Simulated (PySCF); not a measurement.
B(Et)2(OH), C₄H₁₁BO, SMILES C(B(CC)O)C (GFN2-xTB optimised geometry):

```
17

B      0.504    -0.517     0.000
C     -0.200    -1.950    -0.027
C     -1.677    -1.988     0.368
H      0.355    -2.640     0.611
H     -0.104    -2.351    -1.040
H     -2.269    -1.359    -0.292
H     -1.810    -1.633     1.387
H     -2.066    -3.003     0.309
C     -0.350     0.839     0.000
C      0.479     2.127    -0.014
H     -1.004     0.854     0.875
H     -1.019     0.844    -0.864
H      1.105     2.175    -0.904
H      1.118     2.185     0.867
H     -0.167     3.003    -0.014
O      1.842    -0.517     0.000
H      2.269     0.342    -0.006
```

Method: PBE0/def2-SVP run with PySCF 2.14.0.

Q: What are the frontier orbital energies and the dipole moment?

A: HOMO-2 -9.35 eV, HOMO-1 -9.14 eV, HOMO -7.66 eV, LUMO 0.90 eV, LUMO+1 1.44 eV; dipole moment 1.46 D.

On the same geometry PBE/def2-SVP (PySCF) gives HOMO-2 -7.79 eV, HOMO-1 -7.63 eV, HOMO -6.22 eV, LUMO -0.12 eV, LUMO+1 0.54 eV; dipole moment 1.42 D.

Meta-Löwdin charges at PBE0/def2-SVP: B1 0.32, C2 -0.30, C3 -0.29, H4 0.10, H5 0.11, H6 0.09, H7 0.09, H8 0.09, C9 -0.30, C10 -0.30, H11 0.11, H12 0.11, H13 0.09, H14 0.09, H15 0.10, O16 -0.45, H17 0.33.
